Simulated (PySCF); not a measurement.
Problem. Give a PBE0-D3(BJ)/def2-SVP geometry of `CCC#CCCCCC` (3-nonyne).

Solution. 
```
atom  x, y, z in Å
C1     3.5841    1.6570    0.4734
C2     3.5257    0.2526   -0.1246
C3     2.3560   -0.5109    0.2985
C4     1.3800   -1.1242    0.6775
C5     0.1886   -1.8593    1.0905
C6    -1.0534   -1.5354    0.2538
C7    -1.5152   -0.0923    0.3841
C8    -2.7124    0.2469   -0.4930
C9    -3.1855    1.6833   -0.3363
H10    4.4795    2.1922    0.1234
H11    3.6154    1.6157    1.5721
H12    2.6989    2.2436    0.1865
H13    3.5343    0.3153   -1.2265
H14    4.4371   -0.3079    0.1468
H15    0.3983   -2.9412    1.0386
H16   -0.0190   -1.6433    2.1536
H17   -1.8666   -2.2163    0.5582
H18   -0.8402   -1.7611   -0.8050
H19   -0.6738    0.5781    0.1354
H20   -1.7634    0.1174    1.4408
H21   -3.5423   -0.4447   -0.2625
H22   -2.4512    0.0553   -1.5488
H23   -2.3830    2.3962   -0.5852
H24   -3.4968    1.8906    0.7002
H25   -4.0420    1.9045   -0.9910
```

Orientation and origin are arbitrary. Atoms count from 1 in this order. The 8 C–C bonds span 1.213 Å (C3≡C4, drawn triple) to 1.532 Å (C5–C6, drawn single), a spread of 0.319 Å. Of the pairs four or more bonds apart, C4···H19 is among the closest relative to their van der Waals radii: 2.72 Å, 94 % of the sum of Bondi's values.

Bonds between heavy atoms (Å): C1–C2 1.528, C2–C3 1.460, C3≡C4 1.213, C4–C5 1.460, C5–C6 1.532, C6–C7 1.521, C7–C8 1.522, C8–C9 1.520.

Theory: PBE0-D3(BJ)/def2-SVP geometry optimisation, gas phase (PySCF).

Point group: C1 (no symmetry element, even within 0.4 Å). Stationary, but not proved a minimum. The numbers are those of one conformer (C4–C5–C6–C7 -64°, C5–C6–C7–C8 177°, C6–C7–C8–C9 179°).

The run took about 1.9 min of CPU time (one thread, shared machine). That covers the optimisation of the geometry.
